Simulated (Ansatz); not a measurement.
Geometry optimisation, RKS B3LYP/def2-SVP (Ansatz).

Input file:

```yaml
crystal:
  periodic: [false, false, false]
  atoms:
    - { symbol: B, position_ang: [-0.6064, 1.7828, 0.7111] }
    - { symbol: B, position_ang: [-0.9835, 0.1986, 0.6185] }
    - { symbol: C, position_ang: [0.1463, -0.8564, 0.3188] }
    - { symbol: C, position_ang: [0.7886, -0.721, -1.0961] }
    - { symbol: Cl, position_ang: [1.9811, -1.9608, -1.3947] }
    - { symbol: H, position_ang: [0.4415, 2.2393, 0.5079] }
    - { symbol: H, position_ang: [-1.4943, 2.5923, 0.9542] }
    - { symbol: H, position_ang: [-2.0345, -0.1616, 0.8493] }
    - { symbol: H, position_ang: [-0.2294, -1.8615, 0.5239] }
    - { symbol: H, position_ang: [1.0046, -0.6979, 1.085] }
    - { symbol: H, position_ang: [-0.1133, -0.8918, -1.8069] }
    - { symbol: H, position_ang: [1.1761, 0.2827, -1.2371] }
basis:
  gaussian: { orbitals: def2-SVP }
hamiltonian:
  xc: b3lyp
relax:
  f_tol: 0.02
  max_steps: 50
output:
  orbitals: {}
```

Launched with:

```bash
$ ansatz run input.yaml --threads 2 --pin off --max-ram 3072MiB --backend cpu --events-out ev --progress --plain --runs-dir out
```

Q: Where does it end, and by what steps?

A: The run converged. After 22 steps the energy has fallen by 1.182 eV; H8 moved furthest, 1.30 Å.

| step | energy less start (eV) | largest force component (eV/Å) | accepted |
| --- | --- | --- | --- |
| 0 | 0.0000 | 3.403 | yes |
| 1 | -0.4020 | 1.306 | yes |
| 2 | -0.5067 | 0.531 | yes |
| 3 | -0.6010 | 0.471 | yes |
| 4 | -0.7003 | 0.729 | yes |
| 5 | -0.8047 | 0.879 | yes |
| 6 | -0.9359 | 0.703 | yes |
| 7 | -1.0754 | 0.450 | yes |
| 8 | -1.1418 | 0.163 | yes |
| 9 | -1.1687 | 0.117 | yes |
| 10 | -1.1267 | 0.638 | no |
| 11 | -1.1757 | 0.057 | yes |
| 12 | -1.1778 | 0.050 | yes |
| 13 | -1.1786 | 0.079 | yes |
| 14 | -1.1798 | 0.044 | yes |
| 15 | -1.1805 | 0.043 | yes |
| 16 | -1.1803 | 0.055 | no |
| 17 | -1.1809 | 0.024 | yes |
| 18 | -1.1816 | 0.043 | yes |
| 19 | -1.1818 | 0.044 | yes |
| 20 | -1.1820 | 0.048 | yes |
| 21 | -1.1817 | 0.058 | no |
| 22 | -1.1822 | 0.019 | yes |

```xyz
12
Properties=species:S:1:pos:R:3
B -0.794 1.832 0.512
B -0.694 0.235 0.929
C 0.082 -0.953 0.244
C 0.851 -0.635 -1.027
Cl 1.722 -2.085 -1.691
H -0.024 2.659 0.949
H -1.676 2.260 -0.199
H -1.320 -0.066 1.930
H -0.642 -1.772 0.063
H 0.764 -1.374 1.010
H 0.186 -0.286 -1.830
H 1.621 0.131 -0.857
```

The run took 63 s on 2 threads of Arm Neoverse V2, with other jobs on the host, peak memory 0.24 GiB.
